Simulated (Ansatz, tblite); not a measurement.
Cost and result up the ladder for the cluster Rb₂F (the lowest doublet isomer of a short search) (3 atoms). The state is a doublet with charge 0. Geometry: r2SCAN-D4/def2-TZVP.

```xyz
3

Rb   -2.154    0.506    0.031
Rb    1.839   -1.225    0.129
F     0.315    0.718   -0.160
```

Ansatz on 4 threads of Arm Neoverse V2 on a shared host; xTB runs through tblite on one thread. Times are rough, summed over both states, and most runs start from the orbitals of an earlier one. CCSD(T)/def2-TZVPP serves as the yardstick here, not as an exact answer. The other state is a quartet at its own geometry.

In the def2 sets Rb takes a core potential; there is no spin–orbit coupling. The xTB rows come from tblite. B3LYP takes the VWN-RPA correlation. Correlated methods freeze 1 core orbital; core or outer-core shells of Rb are correlated, in sets that lack core-valence functions. In the quartet geometry the species has come apart into loosely held pieces. The structure comes from a short search, and lower isomers may exist.

xTB has no spin-polarisation term.

```
                          level  functions  wall time  quartet − doublet (eV)  difference from CCSD(T)/def2-TZVPP (eV)
                       GFN2-xTB         12    0.002 s                    7.21                                     1.61
                       GFN1-xTB         12    0.003 s                    6.87                                     1.27
                   HF/def2-TZVP         97     0.85 s                    3.96                                    -1.64
                  MP2/def2-TZVP         97      0.9 s                    5.88                                     0.28
               PBE-D4/def2-TZVP         97      3.6 s                    5.82                                     0.22
             B3LYP-D4/def2-TZVP         97      4.3 s                    5.54                                    -0.06
               B2PLYP/def2-TZVP         97      4.6 s                    5.78                                     0.18
             PBE-QIDH/def2-TZVP         97      4.6 s                    5.67                                     0.07
              RPA@PBE/def2-TZVP         97      4.6 s                    5.14                                    -0.46
            r2SCAN-D4/def2-TZVP         97      9.1 s                    5.81                                     0.21
             CCSD(T)/def2-TZVPP        111       14 s                    5.60                                     0.00
PBE0-D4/def2-TZVP (with forces)         97       14 s                    5.54                                    -0.06
               B97M-V/def2-TZVP         97       22 s                    5.80                                     0.20
```
